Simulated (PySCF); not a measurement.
**Stretching InB**

Set-up: PySCF, spin-free X2C with a Gaussian nucleus, basis sets In x2c-SVPall, B x2c-SVPall. Energies in eV from In + B in their ground configurations at the same level. All curves are PBE0. state 1: ³Π (triplet), unpaired electrons σ ↑, π ↑; state 2: ³Σ⁻ (triplet), unpaired electrons π ↑↑, a second solution, started from another occupation; state 3: Ms = 0 determinant of mixed spin (⟨S²⟩ near 1.0), unpaired electrons σ ↓, π ↑, a second solution, started from another occupation; state 4: Ms = 0 determinant of mixed spin (⟨S²⟩ near 1.0), unpaired electrons π ↑↓, a mixture of terms (⟨Lz²⟩ = 2.0), a second solution, started from another occupation.

```
R (Å)  state 1  state 2  state 3  state 4
2.079   -1.347   -1.671   -1.167   -1.424
2.175   -1.622   -1.758   -1.441   -1.521
2.272   -1.772   -1.750   -1.590   -1.522
2.345   -1.825   -1.703   -1.642   -1.481
2.417   -1.839   -1.630   -1.654   -1.415
2.490   -1.823   -1.540   -1.638   -1.331
2.586   -1.767   -1.404   -1.581   -1.201
2.707   -1.662   -1.220   -1.475   -1.026
2.852   -1.505   -0.998   -1.318   -0.813
3.045   -1.277   -0.720   -1.091   -0.545
```

**Question.** Put a parabola through the three lowest points of the state 1 curve and estimate Re, k and ωe (reduced mass 10.05 u; 1 eV/Å² = 0.16022 mdyn/Å; ωe = 1302.8·√(k/μ) cm⁻¹).

**Answer.** Through R = 2.345, 2.417, 2.49 Å the second-order coefficient is 2.85 eV/Å², so Re ≈ 2.415 Å, k ≈ 0.914 mdyn/Å and ωe ≈ 393 cm⁻¹. A polynomial fit of higher order to the unrounded PBE0 energies gives Re = 2.411 Å, k = 0.920 mdyn/Å, ωe = 394 cm⁻¹; anharmonicity and rounding make the difference.

The higher-order fit for each curve: state 1: Re = 2.411 Å, ωe = 394 cm⁻¹, De = 1.84 eV; state 2: Re = 2.213 Å, ωe = 479 cm⁻¹, minimum 1.76 eV below the ground-state fragments; state 3: Re = 2.409 Å, ωe = 395 cm⁻¹, minimum 1.65 eV below the ground-state fragments; state 4: Re = 2.224 Å, ωe = 470 cm⁻¹, minimum 1.53 eV below the ground-state fragments.

Spin–orbit coupling is left out, which matters for elements this heavy, above all for dissociation energies. The state was picked by a PBE0 search and need not be the measured ground state.
